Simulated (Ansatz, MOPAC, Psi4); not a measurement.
System: dimethyl(silyl)silane, C₂H₁₀Si₂ (charge 0, singlet). SMILES: C[SiH](C)[SiH3]
Structure (B3LYP-D3(BJ)/def2-TZVP (Ansatz, a first-principles code) minimum search):
```
Si
H 1 1.4887
C 1 1.8823 2 108.96
H 3 1.0914 1 111.28 2 59.05
H 3 1.0920 4 107.92 1 -121.84
H 3 1.0923 4 107.97 5 -116.44
C 1 1.8823 2 108.96 3 -120.80
H 7 1.0914 1 111.28 2 -59.05
H 7 1.0920 8 107.92 1 121.84
H 7 1.0923 8 107.97 9 116.44
Si 1 2.3472 2 108.02 3 119.60
H 11 1.4856 1 111.33 2 60.35
H 11 1.4856 12 108.09 1 122.58
H 11 1.4869 12 107.77 13 116.22
```

Wanted: vertical ionisation energy to the doublet, in eV. Set-up: PM7 with its own dispersion and hydrogen-bond terms; no dispersion term unless named; six Cartesian d functions in 6-31G* and its kin unless marked 5d; UHF or UKS for open shells; 6-311+G** with 5d, 6d on Na to Ar in Ansatz; spin-orbit terms left out; non-relativistic; each state is the SCF solution reached for its charge and spin; valence correlation only. CBS(X,Y): correlation extrapolated as X^-3; Hartree-Fock from the larger set. The bracket is a focal-point correction in the basis named. First-principles rows: single points at B3LYP-D3(BJ) geometries (Ansatz). Semi-empirical rows: differences of heats of formation at the shared geometry for vertical values.

Coupled cluster (Ansatz) is a level with limits of its own, used here on species with T1 under 0.025 (0.045 for open shells) and stable references: RI-MP2/CBS(aug-cc-pV(T+d)Z,aug-cc-pV(Q+d)Z)+[CCSD(T)-MP2]/aug-cc-pV(T+d)Z.

Value to compare with, RI-MP2/CBS(aug-cc-pV(T+d)Z,aug-cc-pV(Q+d)Z)+[CCSD(T)-MP2]/aug-cc-pV(T+d)Z (Ansatz): 9.96 eV.

```csv
level,program,vertical ionisation energy to the doublet (eV),difference
AM1,MOPAC,9.98,0.02
PM6,MOPAC,8.32,-1.64
PM7,MOPAC,9.85,-0.11
HF/6-31G*,Ansatz,9.17,-0.79
HF/6-311+G**,Ansatz,9.20,-0.76
PBE/6-31G*,Ansatz,9.39,-0.57
PBE/6-311+G**,Ansatz,9.51,-0.45
B3LYP/STO-3G,Ansatz,8.26,-1.70
B3LYP/3-21G,Ansatz,9.83,-0.13
B3LYP/6-31G*,Ansatz,9.62,-0.34
B3LYP/6-311+G**,Ansatz,9.74,-0.22
wB97X-D/6-31G*,Psi4,9.73,-0.23
MP2/6-31G*,Ansatz,9.49,-0.47
PBE0/def2-TZVPD,Ansatz,9.64,-0.32
```

Among the 13 habitual levels, B3LYP/STO-3G lies farthest from RI-MP2/CBS(aug-cc-pV(T+d)Z,aug-cc-pV(Q+d)Z)+[CCSD(T)-MP2]/aug-cc-pV(T+d)Z (Ansatz) (-1.70 eV) and AM1 nearest (0.02); 1 of 13 lie above it, and their mean absolute difference is 0.57 eV, the median 0.45. One case shows no general order.

The levels are drawn from those run, B3LYP/6-31G* more often than the rest, none by its result; left out are runs that failed, that the program found above a lower state of the same kind, or whose <S^2> lies over 0.5 above the pure value.
